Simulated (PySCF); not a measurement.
AlClH₃N, SMILES [NH2][AlH][Cl].

Geometry optimised at PBE0-D3(BJ)/def2-TZVP. Other conformers were not sampled.

Calculation: PBE/def2-TZVPD (PySCF).

The molecule is in vacuum.

total energy: -758.94154 hartree
point group: Cs
highest occupied level: -6.49 eV
lowest empty level: -1.33 eV
orbital gap: 5.16 eV
dipole moment: 2.14 D
quadrupole, principal values (traceless, Buckingham form, about the centre of nuclear charge): -2.21, -0.10, 2.31 D·Å
mean static polarisability: 52.6 bohr³ (7.80 Å³)
polarisability, principal values: 45.3, 52.2, 60.4 bohr³
